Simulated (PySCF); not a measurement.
**AsC⁻: from constants to spectrum**

RHF-CCSD(T) constants of AsC⁻, ¹Σ⁺ (singlet), closed shell (basis As def2-SVPD, C def2-SVPD; no relativity; PySCF 2.14; masses 74.9216 and 12.0000 u):

| Item | Value |
| --- | --- |
| ωe | 983.6 cm⁻¹ |
| ωexe | 4.83 cm⁻¹ |
| Be | 0.54851 cm⁻¹ |
| αe | 0.00367 cm⁻¹ |

**Question.** What force constant and bond length do these constants imply?

**Answer.** Reduced mass μred = 10.343 u; k = 5.8918×10⁻⁷·μred·ωe² (u, cm⁻¹, mdyn/Å) = 5.90 mdyn/Å; Re = √(16.8576/(μred·Be)) (u, cm⁻¹, Å) = 1.724 Å.

**Question.** Estimate the centrifugal constant D from the Kratzer relation and find the Dunham coefficient a1.

**Answer.** D = 4Be³/ωe² = 6.82e-07 cm⁻¹; a1 = −1 − αeωe/(6Be²) = -3.00.

Correlated steps freeze 10 core orbitals. The CCSD T1 diagnostic is raised, a sign that a single reference may not be enough here.
